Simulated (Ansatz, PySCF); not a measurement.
Breaking a bond: IF, singlet. Each curve is given relative to its own lowest point near equilibrium.

```csv
R / Å,A,B,C,D
1.44,186.1,189.4,186.1,176.4
1.53,104.9,107.8,104.9,96.3
1.61,58.9,61.3,58.9,51.6
1.70,27.1,28.9,27.1,21.5
1.78,11.0,12.3,11.0,7.2
1.83,5.1,6.1,5.1,2.5
1.90,0.8,1.3,0.8,0.0
1.98,0.0,0.0,0.0,1.3
2.00,0.3,0.2,0.3,2.2
2.07,2.6,2.1,2.6,6.4
2.23,12.5,10.8,12.5,20.7
2.34,20.9,18.6,20.9,32.3
2.54,36.8,33.1,35.7,53.9
2.89,61.0,55.1,49.6,87.7
3.16,75.2,67.6,54.7,108.9
3.43,85.8,76.7,57.4,125.8
3.79,95.6,84.7,59.4,142.6
4.17,102.1,89.8,60.6,155.0
4.69,107.2,93.6,61.1,166.0
5.09,109.4,95.0,61.2,171.4
5.72,111.3,96.0,61.2,177.1
6.59,112.6,96.4,61.3,182.1
7.61,113.6,96.7,61.3,186.2
```

Energies in kcal/mol.

### Question
Which curve belongs to which method? The methods are RHF/def2-SVP, def2 effective core potentials past Kr in PySCF; restricted B3LYP/def2-SVP, def2 effective core potentials past Kr (PySCF 2.14.0); restricted PBE/def2-SVP, def2 effective core potentials past Kr (Ansatz, a program for electronic structure); unrestricted B3LYP/def2-SVP, def2 effective core potentials past Kr (PySCF).

### Answer
A is RKS-B3LYP; B is RKS-PBE; C is UKS-B3LYP; D is RHF.

At the longest distance RKS-B3LYP leaves fractional charges on the fragments, a sign of delocalisation error or of the restricted form. The restricted form behind RKS-B3LYP, RKS-PBE, RHF keeps the bonding electrons paired and can't separate into open-shell fragments. The unrestricted solution behind UKS-B3LYP changes between 2.54 and 2.89 Å, which can leave a kink. The unrestricted determinant behind UKS-B3LYP is spin-contaminated at 2.54 to 7.61 Å (<S²> up to 1.0, against 0.00 for a pure singlet).
